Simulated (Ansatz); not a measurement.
Relaxation of CH$_{6}$BClSSi (11 atoms, charge 0, multiplicity 1), to a largest force component of 0.015 eV/Å in at most 40 steps.

These are results of RKS r2SCAN-D4/6-31G in Ansatz, not measurements.

```xyz
11
Properties=species:S:1:pos:R:3:forces:R:3
B -1.196 1.170 1.349 -0.35 1.98 -1.40
S -1.916 0.395 -0.222 1.60 -0.18 -0.39
Si -3.906 0.618 0.495 -1.15 1.25 2.13
C -4.420 2.466 0.610 4.43 0.36 -2.15
Cl -5.262 -0.374 -0.759 -0.77 -0.69 -0.84
H -0.973 0.572 2.278 0.36 -1.26 1.39
H -1.057 2.387 1.372 0.07 -0.69 -0.16
H -4.056 0.071 1.907 0.09 -0.19 -0.32
H -3.660 3.007 1.281 -1.23 -0.66 -0.72
H -4.254 2.894 -0.450 -0.45 -0.37 1.54
H -5.394 2.577 0.907 -2.60 0.46 0.92
```

Problem. Where does it end, and by what steps?

Solution. It did not converge within its limit. Limits of this set-up: no polarisation functions. After 39 steps the energy has fallen by 1.308 eV; H7 moved furthest, 2.15 Å.

```
step  energy less start (eV)  largest force component (eV/Å)  accepted
   0                  0.0000                           4.425       yes
   2                 -0.4828                           0.701       yes
   4                 -0.6022                           0.288       yes
   6                 -0.7899                           0.539       yes
   8                 -1.0564                           0.407       yes
  10                 -1.2143                           0.232       yes
  12                 -1.2288                           0.275        no
  14                 -1.2417                           0.266        no
  16                 -1.2678                           0.028       yes
  18                 -1.2739                           0.080       yes
  20                 -1.2785                           0.237       yes
  22                 -1.2780                           0.232        no
  24                 -1.2863                           0.078       yes
  26                 -1.2922                           0.206       yes
  28                 -1.2949                           0.114       yes
  30                 -1.3020                           0.125       yes
  32                 -1.2992                           0.178        no
  34                 -1.3068                           0.042       yes
  36                 -1.3070                           0.084        no
  38                 -1.3079                           0.053       yes
  39                 -1.3080                           0.037       yes
```

```xyz
11
Properties=species:S:1:pos:R:3
B -0.694 0.724 1.273
S -1.765 1.806 0.264
Si -3.845 1.159 0.808
C -5.031 2.580 0.425
Cl -4.428 -0.559 -0.425
H -1.164 -0.084 2.013
H 0.475 0.894 1.143
H -3.843 0.669 2.224
H -4.789 3.448 1.049
H -4.946 2.870 -0.627
H -6.065 2.277 0.620
```

Run time: 2.5 min on 1 CPU thread of a shared host.
